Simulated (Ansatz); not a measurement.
`CB/C=C/Cl` + `[SiH3]S` → `CBS[SiH3]` + `C=CCl`  (ligand exchange at a B–C bond)

Isolated molecules relaxed with PBE0-D4/def2-TZVP in Ansatz; ΔE leaves out vibrations. CBS: MP2 limit from def2 TZ/QZ plus the TZ coupled-cluster correction, frozen cores. This one scheme is used for every species. Functionals use def2-TZVPP. B3LYP here is the variant with VWN-RPA as its local correlation; programs differ in this. One conformer a species, not always the lowest.

`CB/C=C/Cl`:

Z-matrix (Å, degrees):
```
C
B 1 1.560
H 1 1.091 2 117.2
H 1 1.097 2 109.1 3 123.3
H 1 1.097 2 109.0 3 -123.1
C 2 1.543 1 125.3 3 0.4
H 2 1.202 1 117.5 3 -179.7
C 6 1.333 2 121.2 1 -0.2
H 6 1.087 2 121.2 1 179.8
Cl 8 1.715 6 124.4 2 -180.0
H 8 1.083 6 123.5 2 0.0
```

`[SiH3]S`:

Cartesian coordinates in Å:
```
Si -0.224 0.338 0.338
S 0.073 -0.677 -1.519
H -0.574 -0.607 1.428
H -1.354 1.264 0.089
H 0.982 1.106 0.739
H 1.097 -1.425 -1.075
```

`CBS[SiH3]`:

Z-matrix (Å, degrees):
```
C
B 1 1.556
H 1 1.097 2 109.4
H 1 1.091 2 115.0 3 -122.7
H 1 1.097 2 109.4 3 114.7
S 2 1.793 1 120.7 3 122.6
H 2 1.200 1 120.8 3 -57.3
Si 6 2.149 2 99.2 1 -180.0
H 8 1.484 6 107.0 2 -179.8
H 8 1.483 6 110.3 2 -60.5
H 8 1.483 6 110.3 2 60.9
```

`C=CCl`:

Cartesian coordinates in Å:
```
C 0.111 0.178 -0.708
C -0.049 0.002 0.591
Cl -0.538 -1.491 1.293
H -0.059 -0.617 -1.422
H 0.421 1.147 -1.079
H 0.114 0.780 1.326
```

```
             level  ΔE (eV)
           ωB97X-V    -0.63
           ωB97M-V    -0.62
              PBE0    -0.62
             B3LYP    -0.58
    MP2/def2-TZVPP    -0.65
   CCSD/def2-TZVPP    -0.62
CCSD(T)/def2-TZVPP    -0.64
    MP2/def2-QZVPP    -0.65
```

(1) What does CCSD(T)/CBS give? (Estimate.)

Largest T1 diagnostic among the species: 0.013.

## Answers

(1) The calculation gave: -0.65 eV. The listed levels differ from it by 0.02, 0.03, 0.03, 0.07, 0.00, 0.03, 0.01, 0.00 eV.

In def2-TZVPP, CCSD(T) changes the Hartree–Fock value by −0.06 eV (the triples alone add −0.01 eV) and MP2 by −0.08 eV.
